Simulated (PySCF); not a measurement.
# A survey of ¹⁷O NMR shifts

PySCF 2.14.0 with density-fitted response routines calculation with shielding tensors at PBE0/pcSseg-1 (GIAO) and coordinates at the GFN2-xTB level; no solvent model, equivalent nuclei averaged, a single conformation, relativity neglected.

Shieldings were converted by a linear fit to measured shifts: ¹⁷O (scatter 10.7 ppm rms, 12.2 ppm with the 3 outliers that the fit left out vs liquid water, solution or neat liquid). A few per cent of atoms miss by over 2 rms, more outside the fitted compound classes.

Task: Give the ¹⁷O shifts of `C=C1C[C@]1(CC#N)O[SiH3]`, `C[Si]1(C)CC(C#N)=CO1`.

Result: 
```json
{"compound": "C=C1C[C@]1(CC#N)O[SiH3]", "environment": "oxygen bonded to C, Si", "δ (ppm)": "0.1"}
{"compound": "C[Si]1(C)CC(C#N)=CO1", "environment": "oxygen bonded to C, Si, in a 5-membered ring", "δ (ppm)": "106.0"}
```

Task: Match the shifts 547.3, 373.3, 213.9, 85.7, 19.5, -49.1 ppm to `N#C[C@@H]1[C@@H]2C[SiH2][C@H]1CO2`, `CC[C@@H]1C[C@@]1([SiH3])OC(F)F`, `CO[SiH2]c1cccnc1`, `C=C(CC(C)=O)[SiH2]C#N`, `[SiH3]C/C=N/c1ccco1`, `C#CC(=O)N[SiH2]C1CC1`.

Result: 547.3: C=C(CC(C)=O)[SiH2]C#N (ketone oxygen); 373.3: C#CC(=O)N[SiH2]C1CC1 (amide-type carbonyl oxygen); 213.9: [SiH3]C/C=N/c1ccco1 (aromatic ring oxygen); 85.7: CC[C@@H]1C[C@@]1([SiH3])OC(F)F (ether oxygen); 19.5: N#C[C@@H]1[C@@H]2C[SiH2][C@H]1CO2 (ether oxygen); -49.1: CO[SiH2]c1cccnc1 (oxygen bonded to C, Si).

In solution the two oxygens of a carboxylic acid give one averaged line by proton exchange, and hydrogen bonding shields acid and N–H amide carbonyl oxygens by tens of ppm; neither is in these numbers.
